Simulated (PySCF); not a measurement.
Vertical excitations of a molecule C7H5N3S from TDA-PBE/def2-SVP in PySCF, as energy in eV (oscillator strength): 3.09 (0.000), 3.71 (0.004), 3.74 (0.000), 3.92 (0.007), 4.10 (0.000), 4.23 (0.425), 4.64 (0.002), 4.85 (0.032), 4.91 (0.000), 4.96 (0.151). Lowest triplet (TDA): 2.89 eV. Geometry: B3LYP-D3(BJ)/def2-SVP. The values are those of a single conformer.

### Question
Pick the molecule that these values belong to.
A) c1ncc(-c2cncs2)cn1
B) CCc1nc(C#N)sc1C#N
C) c1cnc(-c2nccs2)nc1

### Answer
C, c1cnc(-c2nccs2)nc1
